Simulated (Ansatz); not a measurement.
Total energies of Ge(vinyl)3(nBu) (C₁₀H₁₈Ge) from Ansatz at PBE0-D4/def2-SVP, gas phase (1 Eh = 27.2114 eV = 2625.5 kJ/mol). The reference geometry is relaxed at PBE0-D4/def2-SVP.

```json
{"state": "charge 0 singlet", "geometry": "reference", "energy (Eh)": "-2467.57314"}
{"state": "charge 1 doublet", "geometry": "reference", "energy (Eh)": "-2467.24634"}
{"state": "charge -1 doublet", "geometry": "reference", "energy (Eh)": "-2467.51875"}
{"state": "free Ge atom (triplet)", "geometry": "–", "energy (Eh)": "-2076.39507"}
{"state": "free C atom (triplet)", "geometry": "–", "energy (Eh)": "-37.76066"}
{"state": "free H atom (doublet)", "geometry": "–", "energy (Eh)": "-0.50029"}
```

(1) Work out the vertical ionisation energy to the doublet.

(2) Work out the vertical electron affinity, to the doublet.

(3) Give the fundamental gap IE − EA, the Mulliken electronegativity (IE + EA)/2 and the hardness (IE − EA)/2.

(4) What is the binding energy per atom against free atoms?

(1) E(charge 1 doublet) − E(charge 0 singlet) = -2467.24634 − (-2467.57314) = 0.32680 Eh = 8.89 eV. For comparison, −ε of the highest occupied level is 7.34 eV at this level, 1.55 eV less.

(2) E(charge 0 singlet) − E(charge -1 doublet) = -2467.57314 − (-2467.51875) = -0.05439 Eh = -1.48 eV; negative, so the extra electron isn't bound. The basis lacks diffuse functions, which makes affinities too small.

(3) From the values in Eh: IE − EA = 0.32680 − (-0.05439) = 0.38119 Eh = 10.37 eV; (IE + EA)/2 = 3.71 eV; (IE − EA)/2 = 5.19 eV. The HOMO–LUMO gap of the same run is 7.35 eV, 3.02 eV smaller than the fundamental gap.

(4) Atoms: 1 × (-2076.39507) + 10 × (-37.76066) + 18 × (-0.50029) = -2463.00689 Eh. Binding: -2463.00689 − (-2467.57314) = 4.56625 Eh = 124.25 eV, or 4.28 eV for each of 29 atoms (no zero-point energy, no counterpoise term).

At PBE0-D4/def2-SVP the highest occupied level of the charge -1 doublet lies above zero (up to 3.01 eV). By energy differences it is unbound by 1.48 eV (vertical, to the charge 0 singlet, at PBE0-D4/def2-SVP) and held by the finite basis.
